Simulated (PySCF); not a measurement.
C4H12Si.

```xyz
17

C     -1.0854     1.0854    -1.0854
Si     0.0000     0.0000     0.0000
C      1.0854     1.0854     1.0854
C      1.0854    -1.0854    -1.0854
C     -1.0854    -1.0854     1.0854
H     -1.7295     1.7295    -0.4819
H     -1.7295     0.4819    -1.7295
H     -0.4819     1.7295    -1.7295
H      1.7295     0.4819     1.7295
H      0.4819     1.7295     1.7295
H      1.7295     1.7295     0.4819
H      1.7295    -1.7295    -0.4819
H      1.7295    -0.4819    -1.7295
H      0.4819    -1.7295    -1.7295
H     -1.7295    -1.7295     0.4819
H     -0.4819    -1.7295     1.7295
H     -1.7295    -0.4819     1.7295
```
Charge 0, spin multiplicity 1.

Geometry optimised at B3LYP-D3(BJ)/def2-TZVP.

These are PBE/pcSseg-1 run with PySCF values and carry that method's errors. Non-relativistic, no solvent.

**Question.** Give the absolute GIAO shielding of each atom: isotropic value and principal components (ppm). (An estimate is asked for; the answer gives what the named calculation found.)

**Answer.** 
```csv
atom,σ(iso),σ11,σ22,σ33,span
C1,182.0,178.9,178.9,188.3,9.4
Si2,335.4,335.4,335.4,335.4,0.0
C3,182.0,178.9,178.9,188.3,9.4
C4,182.0,178.9,178.9,188.3,9.4
C5,182.0,178.9,178.9,188.3,9.4
H6,31.5,27.5,29.0,38.0,10.5
H7,31.5,27.5,29.0,38.0,10.5
H8,31.5,27.5,29.0,38.0,10.5
H9,31.5,27.5,29.0,38.0,10.5
H10,31.5,27.5,29.0,38.0,10.5
H11,31.5,27.5,29.0,38.0,10.5
H12,31.5,27.5,29.0,38.0,10.5
H13,31.5,27.5,29.0,38.0,10.5
H14,31.5,27.5,29.0,38.0,10.5
H15,31.5,27.5,29.0,38.0,10.5
H16,31.5,27.5,29.0,38.0,10.5
H17,31.5,27.5,29.0,38.0,10.5
```
